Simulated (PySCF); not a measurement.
B(F)2(Ph), SMILES FB(F)c1ccccc1, singlet at its CAM-B3LYP/def2-SVP optimised geometry (Å):

```
14

B     -2.3723    -0.0002     0.0000
F     -3.0654     1.1243     0.0000
F     -3.0656    -1.1246    -0.0019
C     -0.8266    -0.0002     0.0000
C     -0.1117    -1.2063    -0.0223
C      1.2788    -1.2085    -0.0276
C      1.9731     0.0000    -0.0093
C      1.2787     1.2084     0.0142
C     -0.1118     1.2060     0.0182
H     -0.6578    -2.1524    -0.0357
H      1.8258    -2.1535    -0.0456
H      3.0656     0.0002    -0.0131
H      1.8256     2.1535     0.0293
H     -0.6579     2.1521     0.0357
```

Level of theory: CAM-B3LYP/def2-TZVP in PySCF. Cells within 0.4 Å of a nucleus heavier than hydrogen are left out (blank, or x).

Map of the deformation density (molecule minus spherical neutral atoms) (e/bohr³) on the plane z = 0.0 Å:

```
|1111111111111111111111111111111|
|1111111111111111111111111111111|
|1111111111111111111111111111111|
|1111111111111111111111111111111|
|1111111111111111111111111111111|
|1111111111111111111111111111111|
|1111111111111111111111111111111|
|1111111111111111111111111111111|
|1111111111111111111111111111111|
|1111111111111652111481111111111|
|1111111111112683112772111111111|
|1111112x211113xx66xx41111111111|
|111112xx211012xx88xx21111111111|
|1111123351111593222862111111111|
|1111112453443x620016x3441111111|
|11111111xx88xx300002xx892111111|
|1111112453443x620016x3441111111|
|1111123351111593222862111111111|
|111112xx211012xx88xx21111111111|
|1111112x211113xx66xx41111111111|
|1111111111112683112772111111111|
|1111111111111652111471111111111|
|1111111111111111111111111111111|
|1111111111111111111111111111111|
|1111111111111111111111111111111|
|1111111111111111111111111111111|
|1111111111111111111111111111111|
|1111111111111111111111111111111|
|1111111111111111111111111111111|
|1111111111111111111111111111111|
|1111111111111111111111111111111|
```
Scale: ten equal steps from -0.026 (start of '0') to 0.118 (end of '9'), in the order '0123456789'; x runs from -5.50 to 5.50, y from -5.50 (bottom) to 5.50 (top).
